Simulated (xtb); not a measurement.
B(H)(SH)2 (BH₃S₂), SMILES SBS. All values are semi-empirical tight-binding results from xtb (GFN2-xTB unless named), good for trends rather than for accurate numbers. Coordinates come from a GFN2-xTB optimisation. Other conformers were not sampled.

Optimised geometry:

Bonds (Å): B1–H2 1.166, B1–S3 1.783, B1–S5 1.783, S3–H4 1.328, S5–H6 1.328. Angles (°): H2–B1–S3 120.4, H2–B1–S5 120.4, S3–B1–S5 119.2, B1–S3–H4 97.7, B1–S5–H6 97.7.

The point group as xtb finds it is C2v and the orbital gap is 3.88 eV. The zero-point energy is 19.1 kcal/mol, the G − E(el) at 298.15 K (modified RRHO) comes out as 2.5 kcal/mol and the static polarisability (D4 model) is 55.7 bohr³. The solvation energy, GFN2-xTB/ALPB(water) is -1.5 kcal/mol and the solvation energy, GFN2-xTB/ALPB(benzene) is -4.9 kcal/mol.

Computed atomic charges and the Wiberg bond orders between heavy atoms:
charges (e) B1 0.32, H2 -0.10, S3 -0.27, H4 0.17, S5 -0.27, H6 0.17. Bond orders B1–S3 1.23, B1–S5 1.23.
